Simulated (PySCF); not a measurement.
Bonds (- single, = double, # triple, : aromatic): C1=C2, C2-C3, C2-N4, N4:C5, C5:C6, C6:C7, C7:C8, C8:N4. C1 carries H9, H10; C3 carries H11, H12, H13; C5 carries H14; C6 carries H15; C7 carries H16; C8 carries H17. H10 is cis to C3; H9 is trans to C3.

PySCF 2.14 calculation with structure optimised with PBE0-D3(BJ)/def2-SVP and shielding tensors at PBE/pcSseg-1 (GIAO); a single conformation, fast rotation and ring inversion assumed for equivalent nuclei, no solvent model, relativity neglected.

Shifts are taken against calculated references (same method and geometry level): 13C (σref 180.03) and 1H (σref 31.20) vs TMS; 15N (σref 265.06) vs NH3.

```
      atoms  nucleus  count  δ (ppm)
         C2      13C      1        ?
         C1      13C      1     95.9
      C5/C8      13C      2    116.5
         H9       1H      1     5.09
      C6/C7      13C      2    114.2
    H15/H16       1H      2        ?
H11/H12/H13       1H      3        ?
    H14/H17       1H      2     6.84
         C3      13C      1     22.6
        H10       1H      1     4.51
         N4      15N      1    217.8
```

Question: Fill in the missing shifts.

Answer: 
- C2: 143.4 ppm, fully substituted alkene carbon; the olefinic region
- H15/H16: 6.20 ppm, hydrogen on an aromatic CH; the ring current deshields protons in the ring plane
- H11/H12/H13: 2.13 ppm, hydrogen on an allylic methyl carbon; allylic position

Shifts are as computed. Against solution values, carbons near 30 ppm lie about +2 ppm off and those near 130 ppm about +2 ppm. Of 1211 compounds with measured shifts, 218 miss one by over three times the rms of a fit or turn the order of signals round; such compounds aren't used in these exercises. Experimental scales use liquid or dissolved standards, which lie at an offset from isolated NH3 (liquid NH3: subtract about 20 ppm). Unscaled 15N shifts of sp2 nitrogen come out 20 to 40 ppm too high even then.
